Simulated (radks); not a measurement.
Results of a calculation; reference values are marked as such.
Problem. Se+, configuration [Ar] 3d10 4s2 4p3. Level of theory: scalar-relativistic Kohn-Sham, PBEsol, spin-polarised, spherical densities, finite nucleus; open shells are filled with parallel spins first; Fermi nuclear charge, rms radius 4.14 fm; hard spherical wall at 10 bohr (a radial shooting solver on a logarithmic mesh with Libxc functionals). Some entries of the table are withheld. Estimate them.

orbital  occ.  eigenvalue (eV)  <r^2> (bohr^2)
1s up       1        -12505.53        0.002619
1s down     1        -12505.36        0.002619
2s up       1        -1616.221         0.04533
2s down     1        -1616.129         0.04533
2p up       3        -1423.260         0.03589
2p down     3        -1423.102         0.03589
3s up       1        -223.4039          0.3803
3s down     1        -223.1900          0.3798
3p up       3        -163.0872          0.4088
3p down     3        -162.8397          0.4078
3d up       5         -63.4884          0.5005
3d down     5         -63.1277          0.4924
4s up       1         -27.8600           3.469
4s down     1         -25.0470           3.465
4p up       3         -16.3938             (1)
4p down     0         -13.5574             (2)
5s up       0          -5.3506             (3)
4d up       0          -3.7791           17.14
5p up       0              (4)           31.23

Solution. 
(1) 4p up <r^2> (bohr^2): 5.068
(2) 4p down <r^2> (bohr^2): 5.340
(3) 5s up <r^2> (bohr^2): 23.69
(4) 5p up eigenvalue (eV): -3.0069
